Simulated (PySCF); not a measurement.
**Exact mass, isotope pattern and composition**

Species: `c1coc([Si@@H]2CC[SiH2]P2)c1`.

Calculated from tabulated atomic weights, isotope masses and abundances; no fragmentation.

Q: Molar mass and exact mass?

A: For C6H11OPSi2, with standard atomic weights, 6 × 12.011 + 1 × 15.999 + 2 × 28.085 + 1 × 30.974 + 11 × 1.008 = 186.297 g/mol. From the most abundant isotopes (12C, 16O, 28Si, 31P, 1H), 6 × 12.000000 + 1 × 15.994915 + 2 × 27.976927 + 1 × 30.973762 + 11 × 1.007825 = 186.0086 u.

Q: Give the isotope pattern of the molecular ion M+•, merging species of the same nominal mass.

A: 
| nominal mass | m/z (centroid) | relative intensity |
| --- | --- | --- |
| 186 | 186.0081 | 100.0 |
| 187 | 187.0091 | 16.8 |
| 188 | 188.0059 | 8.0 |
| 189 | 189.0072 | 0.9 |
| 190 | 190.0042 | 0.2 |

Lines under 0.1 % of the tallest are left out. One electron mass, 0.00055 u, is taken off.

Q: What resolving power m/Δm just matches the spacing of the species with one 29Si and with one 13C?

A: They lie 0.00379 u apart at mass 187.01, so m/Δm is about 49000.

Q: Count the protons, neutrons and electrons of the monoisotopic species, and give its exact less its nominal mass.

A: 98 protons, 88 neutrons and 98 electrons; 186.0086 − 186 = +0.0086 u.

Q: Which singly substituted isotopologues are there?

A: Intensity in % of the monoisotopic species:

```tsv
isotope	mass shift (u)	m/z	intensity (%)
29Si	+0.99957	187.0076	10.16
13C	+1.00335	187.0114	6.49
17O	+1.00422	187.0123	0.04
2H	+1.00628	187.0143	0.13
30Si	+1.99684	188.0049	6.69
18O	+2.00425	188.0123	0.21
```

Species under 0.02 % are left out.

Q: Which m/z would the protonated, sodiated and deprotonated molecule have?

A: [M+H]+ 187.0159, [M+Na]+ 208.9978, [M−H]− 185.0013, for the monoisotopic species (arithmetic only; whether such ions form is another matter).
